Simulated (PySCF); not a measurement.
Vertical excitations of a molecule C4H9NSi from TDDFT-CAM-B3LYP/def2-SVPD (PySCF 2.14.0), as energy in eV (oscillator strength): 5.91 (0.000), 6.11 (0.007), 6.17 (0.002), 6.26 (0.008), 6.96 (0.021), 7.08 (0.004), 7.14 (0.005), 7.22 (0.018), 7.58 (0.005), 7.72 (0.010). Lowest triplet (TDA): 4.92 eV. Coordinates come from a PBE0-D3(BJ)/def2-SVP optimisation. The values are those of a single conformer.

### Question
Which structure fits?
(A) CC1(C)N=C[SiH2]1
(B) C#C[C@@](C)(N)[SiH3]
(C) CC#C[SiH2]CN
(D) C[C@@H]1CN=C1[SiH3]

### Answer
C, CC#C[SiH2]CN
